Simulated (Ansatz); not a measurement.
**A saddle search, step by step**

Si2H4SF2, closed shell, CAM-B3LYP-D4/def2-TZVP (Ansatz 0.2.0). Settings; a guess of the unstable mode was typed too, and convergence needs a confirmed negative curvature besides the force tolerance:

```yaml
hamiltonian: {xc: {name: CAM-B3LYP}, dispersion: d4}
saddle:
  f_tol: 0.02
  max_steps: 40
```

Start:

Si1  (-1.104, 0.449, 0.924)
Si2  (0.411, -0.784, -0.180)
S3  (-1.340, 1.502, -0.745)
H4  (1.062, 0.822, -1.086)
F5  (-2.351, -0.535, 1.394)
F6  (-0.491, 1.033, 2.217)
H7  (1.678, 0.416, -1.145)
H8  (1.870, -1.172, 0.196)
H9  (-0.041, -1.650, -1.470)
(Å)

```json
{"step": "1", "energy less the last (meV)": "391.0", "largest force component (eV/Å)": "2.507"}
{"step": "2", "energy less the last (meV)": "89.1", "largest force component (eV/Å)": "1.237"}
{"step": "3", "energy less the last (meV)": "36.3", "largest force component (eV/Å)": "0.728"}
{"step": "4", "energy less the last (meV)": "8.3", "largest force component (eV/Å)": "0.294"}
{"step": "5", "energy less the last (meV)": "4.0", "largest force component (eV/Å)": "0.175"}
{"step": "6", "energy less the last (meV)": "0.4", "largest force component (eV/Å)": "0.076"}
{"step": "7", "energy less the last (meV)": "-0.1", "largest force component (eV/Å)": "0.038"}
{"step": "8", "energy less the last (meV)": "0.1", "largest force component (eV/Å)": "0.033"}
{"step": "9", "energy less the last (meV)": "0.1", "largest force component (eV/Å)": "0.013"}
{"step": "10", "energy less the last (meV)": "0.0", "largest force component (eV/Å)": "0.003"}
{"step": "11", "energy less the last (meV)": "0.0", "largest force component (eV/Å)": "0.006"}
```

Step 5, positions (Å) and forces (eV/Å):

```csv
atom,x,y,z,Fx,Fy,Fz
Si1,-1.154,0.417,0.927,-0.175,0.032,0.047
Si2,0.425,-0.823,-0.182,0.069,-0.170,0.024
S3,-1.337,1.491,-0.734,0.016,0.009,0.019
H4,1.074,0.825,-1.173,0.041,0.009,-0.031
F5,-2.343,-0.504,1.441,0.033,0.038,0.007
F6,-0.554,1.035,2.262,0.006,0.004,-0.001
H7,1.726,0.413,-1.197,0.007,0.041,-0.025
H8,1.811,-1.225,0.168,-0.006,0.025,-0.017
H9,0.047,-1.547,-1.406,0.009,0.012,-0.023
```

Step 7, positions (Å) and forces (eV/Å):

| atom | x | y | z | Fx | Fy | Fz |
| --- | --- | --- | --- | --- | --- | --- |
| Si1 | -1.170 | 0.422 | 0.930 | 0.038 | 0.011 | -0.025 |
| Si2 | 0.426 | -0.846 | -0.167 | -0.013 | 0.023 | 0.012 |
| S3 | -1.334 | 1.517 | -0.715 | -0.003 | -0.020 | 0.012 |
| H4 | 1.068 | 0.811 | -1.198 | 0.032 | 0.016 | -0.012 |
| F5 | -2.359 | -0.497 | 1.439 | -0.028 | -0.005 | 0.020 |
| F6 | -0.557 | 1.022 | 2.269 | -0.008 | -0.019 | -0.003 |
| H7 | 1.727 | 0.414 | -1.221 | 0.001 | 0.008 | -0.009 |
| H8 | 1.823 | -1.214 | 0.177 | -0.022 | 0.001 | -0.005 |
| H9 | 0.070 | -1.547 | -1.410 | 0.003 | -0.015 | 0.009 |

Step 9, positions (Å) and forces (eV/Å):

```tsv
atom	x	y	z	Fx	Fy	Fz
Si1	-1.169	0.430	0.923	-0.003	-0.005	-0.002
Si2	0.431	-0.845	-0.164	0.007	0.013	0.000
S3	-1.341	1.540	-0.708	0.001	-0.001	-0.002
H4	1.060	0.812	-1.198	0.002	0.001	0.002
F5	-2.358	-0.494	1.428	-0.008	-0.009	0.001
F6	-0.551	1.004	2.269	0.006	0.011	0.008
H7	1.714	0.407	-1.230	0.001	-0.005	0.001
H8	1.826	-1.212	0.187	-0.001	-0.002	0.002
H9	0.083	-1.562	-1.402	-0.005	-0.004	-0.009
```

Last step (11):

```json
{"atom": "Si1", "x (Å)": "-1.1692", "y (Å)": "0.4285", "z (Å)": "0.9224"}
{"atom": "Si2", "x (Å)": "0.4304", "y (Å)": "-0.8449", "z (Å)": "-0.1684"}
{"atom": "S3", "x (Å)": "-1.3486", "y (Å)": "1.5274", "z (Å)": "-0.7163"}
{"atom": "H4", "x (Å)": "1.0648", "y (Å)": "0.8165", "z (Å)": "-1.1869"}
{"atom": "F5", "x (Å)": "-2.3529", "y (Å)": "-0.4966", "z (Å)": "1.4375"}
{"atom": "F6", "x (Å)": "-0.5487", "y (Å)": "1.0171", "z (Å)": "2.2621"}
{"atom": "H7", "x (Å)": "1.7188", "y (Å)": "0.4102", "z (Å)": "-1.2166"}
{"atom": "H8", "x (Å)": "1.8226", "y (Å)": "-1.2220", "z (Å)": "0.1804"}
{"atom": "H9", "x (Å)": "0.0765", "y (Å)": "-1.5545", "z (Å)": "-1.4089"}
```

Hardware: 4 CPU threads of an Arm Neoverse V2, shared host. Wall time 4.3 min; peak host memory 0.68 GiB.
